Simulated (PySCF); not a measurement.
## Substituent effects on chemical shifts

Parent skeleton `[CH2:1]=[C:2]([CH3:3])[CH:4]1[CH2:5][SiH2:6]1`; one hydrogen on atom 4 is replaced by X. Hydrogens on one atom are averaged.

Computational details: geometry: GFN2-xTB, shieldings: GIAO PBE0/pcSseg-1, in PySCF (no relativistic terms, no solvent model, one averaged value for each set of equivalent atoms, one computed conformer).

References, each an isolated molecule treated in the same way: TMS for 13C (σ = 186.93 ppm) and 29Si (σ = 349.16 ppm) and 1H (σ = 31.72 ppm).

Known members:
```tsv
X	C1	C2	C3	C4	C5	Si6	H(C1)	H(C3)	H(C5)
CHCl2	126.7	151.5	32.7	43.8	18.3	-127.0	5.57	2.37	1.21
allyl	113.1	153.5	27.5	31.8	8.1	-129.0	4.87	2.02	1.06
cPr	114.8	157.0	25.7	36.0	9.6	-138.4	5.44	1.68	1.17
```

Four more derivatives gave (δ, ppm):
| compound | C1 | C2 | C3 | C4 | C5 | Si6 | H(C1) | H(C3) | H(C5) |
| --- | --- | --- | --- | --- | --- | --- | --- | --- | --- |
| 1 | 117.5 | 158.0 | 28.8 | 34.3 | 15.1 | -114.6 | 5.23 | 2.06 | 1.43 |
| 2 | 121.1 | 155.0 | 22.9 | 42.2 | 7.6 | -128.9 | 5.27 | 1.79 | 1.00 |
| 3 | 114.5 | 151.7 | 27.8 | 37.6 | 6.9 | -125.7 | 5.03 | 2.13 | 1.11 |
| 4 | 113.0 | 154.9 | 24.3 | 47.3 | 10.7 | -127.1 | 5.21 | 1.58 | 1.32 |

Their substituents are CH2OH, NHSiH3, isopropenyl, vinyl. Which is which?

Results:

1: X = vinyl (C=C[C@]1(C(=C)C)C[SiH2]1); 2: X = isopropenyl (C=C(C)C1(C(=C)C)C[SiH2]1); 3: X = CH2OH (C=C(C)[C@@]1(CO)C[SiH2]1); 4: X = NHSiH3 (C=C(C)[C@@]1(N[SiH3])C[SiH2]1).
